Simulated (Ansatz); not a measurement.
```xyz
9

C    -1.219    0.744    0.080
C     0.076    0.545   -0.144
C     0.707   -0.790   -0.244
Te    1.794   -1.122    1.598
H    -1.631    1.743    0.156
H    -1.909   -0.087    0.190
H     0.744    1.398   -0.234
H    -0.019   -1.591   -0.366
H     1.456   -0.840   -1.036
```

Total charge 0; spin multiplicity 2. Te: def2 effective core potential.

Q: List the CAM-B3LYP/def2-TZVPP orbital energies in eV (Ansatz 0.2.0). (Best estimate.)

A: Ansatz gave: α occupied: -279.67, -279.29, -278.81, -172.47, -121.83, -121.67, -121.36, -45.51, -45.49, -45.22, -45.10, -45.05, -24.26, -21.42, -18.43, -17.35, -15.15, -13.94, -12.80, -11.74, -11.13, -8.84, -8.23, -7.46. α empty: 0.24, 1.57, 2.69, 2.94, 3.30, 3.99, 4.25, 4.76. β occupied: -279.68, -279.28, -278.80, -172.39, -121.64, -121.62, -121.34, -45.35, -45.33, -45.08, -45.06, -44.99, -24.23, -21.31, -17.80, -17.14, -15.09, -13.92, -12.71, -11.72, -11.02, -8.58, -7.20. β empty: -2.73, 0.39, 1.62, 2.71, 2.95, 3.33, 4.03, 4.33. ⟨S²⟩ = 0.753.
